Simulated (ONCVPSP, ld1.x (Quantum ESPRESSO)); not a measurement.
Potentials for ruthenium (Ru) compared

Generated with ld1.x 7.5 (TM, RRKJ, ultrasoft, PAW), atompaw 4.2 or ONCVPSP 4.0.1. The cutoff is in Ry: for ld1.x and atompaw files where the sum of valence levels is converged to 10 mRy in a Bessel basis, for ONCV files where the hardest occupied wave has 1 mHa per electron of residual kinetic energy. The error is the largest all-electron minus pseudo excitation energy over each file’s own four to seven test configurations (ionisations up to +4, promotions, holes and added fractions of an electron), all of which were solved. The labels leave out finer settings (local radius, basis sizes, second energies), which also bear on the numbers. Spin-polarised tests are not counted. The rows are a selection from randomly drawn settings: files with unsolved tests, undetermined cutoffs or missed reference levels are left out.

A true bound ghost makes a file unfit for plane-wave use even where its test errors are small: the radial tests pick states by their node count and pass the ghost by.

| potential | cutoff (Ry) | largest error (meV) | bound ghosts |
| --- | --- | --- | --- |
| TM, PBE, fully relativistic, rc 2.30/2.80/1.80 (spd), local p, core correction no, reference 4d6 5s2 5p0 | 50 | -594 | none |
| ONCV, LDA (Perdew-Wang 92), scalar-relativistic, rc 1.50/1.90/1.60 (spd), local smoothed, core correction yes, reference 4s2 4p6 4d5, qcut 10.3/8/8.2, projectors 2/2/2 | 65 | +7.8 | none |

(1) Fill in the row for Ru: ONCV, PBE, scalar-relativistic, rc 1.65/1.75/1.75 (spd), local smoothed, core correction yes, reference 4s2 4p6 4d7 5s1, qcut 9.6/9.2/9.8, projectors 2/3/2.

(2) Fill in the row for Ru: ONCV, PBE, fully relativistic, rc 1.90/1.60/2.15 (spd), local smoothed, core correction no, reference 4p6 4d7, qcut 2.7/9/6.3, projectors 1/2/2.

(3) Fill in the row for Ru: TM, LDA (PZ), scalar-relativistic, rc 1.35/1.30/2.05 (spd), local d, core correction yes, reference 4s2 4p6 4d7 5s0 5p0.

Results:

(1) cutoff 61 Ry, largest error -2.5 meV, bound ghosts: none.

(2) cutoff 45 Ry, largest error -118 meV, bound ghosts: s.

(3) cutoff 100 Ry, largest error +159 meV, bound ghosts: none.
